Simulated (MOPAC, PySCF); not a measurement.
C9H7BFN, SMILES `n1cccc2c1c(cc(F)c2)B`, neutral singlet in the gas phase. 

Z-matrix (Å, degrees):
```
C
N 1 1.3576
C 2 1.3140 1 119.19
H 3 1.0973 2 116.67 1 -179.98
C 3 1.4188 4 119.43 2 -179.99
C 5 1.3757 3 118.42 4 179.96
H 5 1.0919 6 121.50 3 179.99
H 6 1.0932 5 121.32 7 -0.01
C 6 1.4198 8 119.43 5 179.97
C 9 1.4197 6 122.13 8 -0.02
C 10 1.3743 9 119.30 6 -179.89
F 11 1.3398 10 119.77 9 179.99
H 10 1.0921 11 119.95 12 0.02
C 11 1.4077 12 118.52 10 179.97
H 14 1.0921 11 118.12 12 -0.05
C 14 1.3940 15 120.42 11 -179.91
B 16 1.5484 14 118.65 15 0.37
H 17 1.1994 16 122.47 14 178.52
H 17 1.2082 18 119.87 16 179.84
```
Charge 0, multiplicity 1.

All levels are single points at this geometry (B3LYP-D3(BJ)/def2-SVP); Pople sets use spherical d functions. Orbital energies aren't observables, and empty levels follow the basis.

```tsv
level	HOMO (eV)	LUMO (eV)	gap (eV)	dipole (D)	vertical IE, Delta-SCF (eV)
B3LYP-D3(BJ)/def2-TZVP in PySCF	-6.97	-2.66	4.31	3.10	8.76
PBE-D3(BJ)/def2-TZVP in PySCF	-5.95	-3.32	2.63	3.18	–
B3LYP/3-21G in PySCF	-6.77	-2.39	4.37	3.20	–
B3LYP/6-311+G** in PySCF	-7.03	-2.71	4.33	3.13	–
B3LYP/6-31G* in PySCF	-6.66	-2.31	4.36	3.09	8.53
BP86/6-31G* in PySCF	-5.76	-3.07	2.69	3.19	–
M06-2X/6-31G* in PySCF	-7.94	-1.43	6.51	2.87	–
PBE/6-31G* in PySCF	-5.63	-2.98	2.65	3.18	–
SVWN5/6-31G* in PySCF	-5.73	-3.22	2.51	3.27	–
HF/3-21G in PySCF	-8.89	1.05	9.94	3.16	–
HF/6-31G* in PySCF	-8.66	1.23	9.89	3.01	–
PM3 in MOPAC	-9.62	-1.49	8.13	2.84	–
PM7 in MOPAC	-9.60	-1.53	8.06	2.18	–
```
